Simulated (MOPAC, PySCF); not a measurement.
C7H16O3Sn, SMILES `[O](C)[Sn]([O]C)([O]C)[CH2]CC=C`, neutral singlet in the gas phase. In the def2 sets core potentials replace the inner electrons of Sn.

Cartesian coordinates (Å):
SMILES: [O]([Sn]([CH2]CC=C)([O]C)[O]C)C
```xyz
27

C      3.5765     0.8217     0.1584
C      2.5973     0.0178    -0.2592
C      2.1469    -0.1270    -1.6819
C      0.8186     0.5802    -1.9578
Sn    -0.6968     0.0906    -0.5321
O     -0.1834    -1.6034     0.3775
C     -1.1177    -2.3477     1.1063
O     -1.0612     1.3869     0.9265
C     -0.2137     1.4856     2.0359
O     -2.4735    -0.1061    -1.3660
C     -3.6558     0.0068    -0.6189
H      4.1580     1.4287    -0.5440
H      3.8406     0.8962     1.2166
H      2.0402    -0.5868     0.4713
H      2.0445    -1.1994    -1.9176
H      2.9135     0.2794    -2.3634
H      0.4086     0.3373    -2.9498
H      0.9298     1.6736    -1.8935
H     -1.5797    -1.7718     1.9322
H     -0.6064    -3.2153     1.5574
H     -1.9379    -2.7393     0.4745
H      0.7864     1.8860     1.7788
H     -0.6688     2.1776     2.7650
H     -0.0573     0.5172     2.5494
H     -3.6000     0.7852     0.1632
H     -4.4805     0.2724    -1.3023
H     -3.9281    -0.9466    -0.1263
```
Charge 0, multiplicity 1.

All levels are single points at this geometry (PBE0-D3(BJ)/def2-SVP); Pople sets use spherical d functions. Orbital energies aren't observables, and empty levels follow the basis.

PBE/6-31G* (LANL2DZ on Sn) in PySCF gives HOMO (eV) = -5.58.

Problem. Estimate the HOMO (eV) from each of these levels: CAM-B3LYP-D3(BJ)/def2-SVP in PySCF; PBE-D3(BJ)/def2-SVP in PySCF; PBE0-D3(BJ)/def2-SVP in PySCF; B3LYP/6-31G* (LANL2DZ on Sn) in PySCF; HF/6-31G* (LANL2DZ on Sn) in PySCF; AM1 in MOPAC; PM3 in MOPAC; PM6 in MOPAC.

Solution. 
| level | HOMO (eV) |
|---|---|
| CAM-B3LYP-D3(BJ)/def2-SVP in PySCF | -8.75 |
| PBE-D3(BJ)/def2-SVP in PySCF | -5.73 |
| PBE0-D3(BJ)/def2-SVP in PySCF | -7.36 |
| B3LYP/6-31G* (LANL2DZ on Sn) in PySCF | -6.96 |
| HF/6-31G* (LANL2DZ on Sn) in PySCF | -10.02 |
| AM1 in MOPAC | -9.70 |
| PM3 in MOPAC | -10.46 |
| PM6 in MOPAC | -10.09 |
